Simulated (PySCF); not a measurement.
## C2H6O2Si: core ionisation energies

Compound: C₂H₆O₂Si.
Cartesian coordinates in Å at the PBE0-D3(BJ)/def2-SVP level; atoms count from 1:
```xyz
11
C2H6O2Si angstrom
C     -1.9285    0.0762    0.5224
C     -0.5752    0.1537   -0.1128
O     -0.3470    0.5286   -1.2361
O      0.4101   -0.2465    0.7021
Si     1.9992   -0.1843    0.0481
H     -2.1348   -0.9621    0.8211
H     -2.6927    0.4281   -0.1789
H     -1.9414    0.6832    1.4393
H      2.8346   -0.6808    1.1737
H      2.3669    1.2153   -0.2917
H      2.1176   -1.0915   -1.1233
```

Method: delta-SCF UKS SCAN, pcX-2 on the ionised atom, pcseg-1 elsewhere, spin-free X2C (PySCF). Binding energies are ΔSCF values: E(core-ionised, relaxed orbitals) − E(ground state) at a fixed geometry, referred to the vacuum level.

Give the core binding energies atom by atom.

| atom(s) | environment | level | binding energy (eV) | 2p1/2 (eV) | above the level's lowest (eV) | count |
| --- | --- | --- | --- | --- | --- | --- |
| Si5 | oxygen-bound silicon | Si 2p3/2 | 107.82 | 108.45 | 0.00 | 1 |
| C1 | methyl carbon next to a carbonyl | C 1s | 291.48 | – | 0.00 | 1 |
| C2 | carbonyl carbon | C 1s | 294.92 | – | +3.44 | 1 |
| O3 | carbonyl oxygen | O 1s | 537.89 | – | 0.00 | 1 |
| O4 | oxygen singly bound to a carbonyl carbon | O 1s | 539.04 | – | +1.15 | 1 |
| Si5 | oxygen-bound silicon | Si 1s | 1847.70 | – | 0.00 | 1 |

The listed C 1s values span 3.44 eV, from C1 (bonded to C and 3 H) to C2 (bonded to O (double bond), O and C). Summing the Pauling electronegativity differences to the bonded atoms, each weighted by its formal bond order, gives -1.05 for the lowest site and +2.67 for the highest.

The listed O 1s values span 1.15 eV, from O3 (bonded to C (double bond)) to O4 (bonded to C and Si).

Which effective nuclear charge Zeff reproduces each element's mean 1s value in the hydrogen-like formula E = 13.606 eV × Zeff²?

C (Z = 6): mean 293.2 eV, Zeff = 4.64, Z − Zeff = 1.36; O (Z = 8): mean 538.5 eV, Zeff = 6.29, Z − Zeff = 1.71; Si (Z = 14): mean 1847.7 eV, Zeff = 11.65, Z − Zeff = 2.35. Means run over the listed sites, weighted by atom count.

Spin–orbit and ligand-field terms were added within each 2p shell after the spin-free SCF. 2p1/2 minus 2p3/2 (ligand field included): Si 0.63 eV. Isolated species at its PBE0-D3(BJ)/def2-SVP geometry (one conformer only).

The run took 39 s on one thread of an Intel Xeon Platinum 8488C, on a shared host, and the process peaked at 0.42 GiB of memory.
